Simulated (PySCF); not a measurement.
Dipole moment and polarisability of `C[C@H]1C[P@](C)(=N)C1`

Species: C₅H₁₂NP.
Geometry (GFN2-xTB, Å), atoms numbered from 1 in this order:
```
atom  x, y, z in Å
C1    -1.9784   -0.3525    0.9196
C2    -1.2714    0.1402   -0.3328
C3    -0.2919    1.3018   -0.0514
P4     1.1861    0.2153   -0.4444
C5     1.8712   -0.3816    1.1268
N6     2.3952    0.5833   -1.3516
C7    -0.2635   -0.8864   -0.8972
H8    -1.2583   -0.6403    1.6820
H9    -2.5999   -1.2160    0.6896
H10   -2.6168    0.4294    1.3267
H11   -2.0253    0.4172   -1.0744
H12   -0.3522    1.7133    0.9551
H13   -0.3865    2.1233   -0.7631
H14    2.4829    0.4176    1.5402
H15    2.5096   -1.2339    0.9038
H16    1.0889   -0.6639    1.8264
H17    2.1528    0.9303   -2.2698
H18   -0.3476   -1.0198   -1.9768
H19   -0.3046   -1.8681   -0.4277
```

Level: wB97X-D/def2-SVPD (PySCF), static field, nuclei fixed, core orbitals frozen in the response. The polarisability tensor in these axes (au):

```
x   102.26   2.33  -5.24
y     2.33  80.74  -1.99
z    -5.24  -1.99  84.91
```

Problem. Give the principal values, the mean and the anisotropy Δα = √{½[(α1 − α2)² + (α2 − α3)² + (α1 − α3)²]}.

Solution. Principal values 79.94, 83.92 and 104.05 au; mean 89.30 au = 13.23 Å³ = 14.72 × 10⁻⁴⁰ C²·m²/J; Δα = 22.39 au (25 % of the mean).

Problem. What is the dipole moment, and where does it point?

Solution. (-3.39, -0.57, 1.35) D, 3.69 D in size, pointing from the negative to the positive side. Measured along this direction, the outermost atoms are H17 at the negative end and H9 and H10 at the positive end.

Problem. What depolarisation ratio follows for Rayleigh scattering of linearly polarised light, taking the static tensor?

Solution. ρ = 3Δα²/(45ᾱ² + 4Δα²) = 1504.0/(358892 + 2005.3) = 0.00417.

Problem. Find the Langevin capture rate constant for H3+ (3.023 u) meeting this molecule (117.071 u), k = 2.342 × 10⁻⁹ cm³/s × √(α in Å³ / reduced mass in u).

Solution. The reduced mass is 2.95 u, so k = 4.96 × 10⁻⁹ cm³/s. The formula leaves out the permanent dipole, which adds to the capture rate.

Problem. Refractivity n − 1 of an ideal gas of it at 350 K and 1 atm, from the electronic α?

Solution. N = p/kT = 2.0968 × 10¹⁹ cm⁻³, so n − 1 = 2π × N × 13.23 × 10⁻²⁴ cm³ = 1744 × 10⁻⁶ at long wavelengths, for an ideal gas.

Problem. How large is μ²/3kT at 400 K beside α?

Solution. In Gaussian units μ²/3kT = 82.33 Å³ against 13.23 Å³, a ratio of 6.22; the Debye molar polarisation (4π/3)N_A(α + μ²/3kT) is 241.1 cm³/mol, leaving out the vibrational part.

Isolated species at its GFN2-xTB geometry (one conformer only).
